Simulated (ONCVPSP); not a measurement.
bromine, ONCV: configuration errors across variants

ONCVPSP 4.0.1 input, shortened (lines: element, Z, core and valence counts, functional; n l f; lmax; l rc ep ncon nbas qcut; lloc lpopt rc5 dvloc0; l nproj debl; icmod fcfact rcfact), LDA (Perdew-Wang 92), scalar-relativistic:

```
  Br 35.00    3    5  -001012      upf
    1    0    2.00
    2    0    2.00
    2    1    6.00
    3    0    2.00
    3    1    6.00
    3    2   10.00
    4    0    2.00
    4    1    5.00
    2
    0    0.75    0.00    4    8   17.90
    1    0.75    0.00    4    8   22.40
    2    0.65    0.00    4    7   21.10
    2    5    0.65    0.00
    0    2    1.70
    1    2    3.20
    2    0    1.30
    0    0.00    0.00
```

All-electron excitation energies from the reference (eV): (1) 3s2 3p6 3d10 4s2 4p4 12.704; (2) 3s2 3p6 3d10 4s2 4p3 35.645; (3) 3s2 3p6 3d10 4s2 4p2 69.865; (4) 3s2 3p6 3d9 4s2 4p6 64.467.

2 further variants failed, have other tests or another functional or relativity, and are left out.

A true bound ghost makes a file unfit for plane-wave use even where its test errors are small: the radial tests pick states by their node count and pass the ghost by.

Errors AE − PS in meV (a dash: test not solved or not reliable):

| change | (1) | (2) | (3) | (4) | bound ghosts | GHOST(+) flags above zero |
| --- | --- | --- | --- | --- | --- | --- |
| base | -3.0 | -7.8 | -14 | -0.7 | none | s, p |
| s: qcut 14.2; p: qcut 17.8; d: qcut 16.8 | -0.7 | -2.5 | -5.2 | +10 | s | none |
| d: nproj 1; local potential polynomial inside 0.50 bohr (lpopt 5, dvloc0 0 Ha) | -0.2 | -1.2 | -3.0 | +13 | none | s |
| core correction Teter function, fcfact 4, rcfact 1.55 | -3.0 | -7.8 | -14 | -4.4 | none | s, p |
| p: qcut 16 | +2.5 | +5.0 | +7.2 | +0.3 | p | s |

(1) Give the same row for: all radii scaled by about 0.91 (s 0.68, p 0.68, d 0.60 bohr).

## Answers

(1) +1.3, +2.4, +3.3, -7.6; bound ghosts: p; GHOST(+) flags above zero: s.
